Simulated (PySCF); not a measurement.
## C₆ coefficients of unlike pairs at BP86

Calculated with PySCF 2.14 from the dipole response of each species, C₆(A,B) = (3/π) ∫ α_A(iu) α_B(iu) du, in atomic units, from isotropic polarisabilities. For ions this is the dispersion term alone; charge-induced terms of lower order in 1/R come first.

```tsv
species	configuration	basis	relativity	α (bohr³)	C₆ (like pair)
B	[He] 2s2 2p1 (2P)	aug-cc-pVQZ with one added diffuse shell each of s, p, d, f, g type (7s6p5d4f3g)	none	23.83	117.1
Ne(3+)	[He] 2s2 2p3 (4S)	aug-cc-pVDZ (4s3p2d)	none	0.6891	0.6040
In(3+)	[Kr] 4d10 (1S)	aug-cc-pV5Z-PP with ECP28MDF (8s8p6d4f3g2h)	core potential	3.289	12.93
```

(1) Estimate C₆ for In(3+) with B.

No spin-orbit coupling is included.

The other pairs:

| pair | C₆ |
| --- | --- |
| In(3+), Ne(3+) | 2.784 |
| Ne(3+), B | 5.980 |

## Answers

(1) The integral gives 28.59. The combination rule 2 C_A C_B / (C_A α_B/α_A + C_B α_A/α_B) gives 27.57 and the geometric mean 38.92.
